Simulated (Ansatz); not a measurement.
This geometry of AlFH$_{3}$NTe (7 atoms, charge 0, multiplicity 1) is a first-order saddle point.

All numbers below come from RKS PBE0/def2-SVP in Ansatz 0.2.0.

```xyz
7
Properties=species:S:1:pos:R:3
N -0.678 0.839 0.885
Al 0.548 -0.233 0.224
F 2.110 -0.006 0.754
Te -0.017 -2.075 -1.433
H -0.498 1.590 1.542
H -1.661 0.800 0.645
H 0.257 -0.983 -2.663
```

**Question.** Which two structures does it join? (They come from a converged band through this point; their orientation in space is the band's.)

**Answer.** No bond is made or broken. The height of N1 over the plane of its neighbours goes from 0.00 to 0.00 Å.

Image 0:

```xyz
7
Properties=species:S:1:pos:R:3
N -0.742 0.875 1.039
Al 0.352 -0.035 0.003
F 1.987 0.036 0.314
Te -0.463 -1.437 -1.928
H -0.434 1.447 1.818
H -1.751 0.909 0.956
H 1.113 -1.864 -2.249
```

Image 6:

```xyz
7
Properties=species:S:1:pos:R:3
N -0.644 0.700 0.829
Al 0.788 -0.009 0.093
F 2.280 0.347 0.743
Te 0.759 -1.548 -1.903
H -0.618 1.319 1.633
H -1.600 0.559 0.524
H -0.903 -1.436 -1.964
```

**Question.** How far does it lie above each of them?

**Answer.** 0.125 eV above the first and 0.128 eV above the second. This is the barrier of this one path; another mechanism may lie lower.

Run time: 2.6 min on 1 CPU thread of a shared host.
